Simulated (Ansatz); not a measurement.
Consider the ligand exchange at a Zr–O bond: `[NH2][Zr]([OH])([F])[Cl]` + dimethylamine → `C[N](C)[Zr]([NH2])([F])[Cl]` + H₂O.

Calculated with Ansatz (gas phase, PBE0-D4/def2-TZVP geometries, no zero-point term in ΔE). CBS: MP2 limit from def2 TZ/QZ plus the TZ coupled-cluster correction, frozen cores. This one scheme is used for every species. Elements past krypton have def2 core potentials. For Zr outer-core shells are correlated without core-valence functions, which leaves a few kJ/mol of doubt a bond. One conformer a species, not always the lowest.

```tsv
species	CCSD(T)/CBS(def2) energy (Eh)
`[NH2][Zr]([OH])([F])[Cl]`	-738.51230
`CNC`	-135.00321
`C[N](C)[Zr]([NH2])([F])[Cl]`	-797.11606
H₂O	-76.37941
```

**Question.** Work out ΔE.

**Answer.** ΔE = (-797.11606) + (-76.37941) − (-738.51230) − (-135.00321) = 0.02004 Eh = +52.6 kJ/mol.

Largest T1 diagnostic among the species: 0.016.

Leaving LDA and LC-ωPBE aside and taking each functional with its dispersion term where it has one, the values, not all of them listed here, spread over 17.4 kJ/mol, from revPBE-D4 to CAM-B3LYP-D4. LDA lies −7.1 kJ/mol from PBE without D4. The D4 term adds −13.5 kJ/mol with B3LYP and −8.0 kJ/mol with PBE0; it sums over pairs of atoms, weighted by their polarisabilities, and B3LYP, whose exchange is more repulsive, gets the larger term.

B3LYP here is the variant with VWN-RPA as its local correlation; programs differ in this.
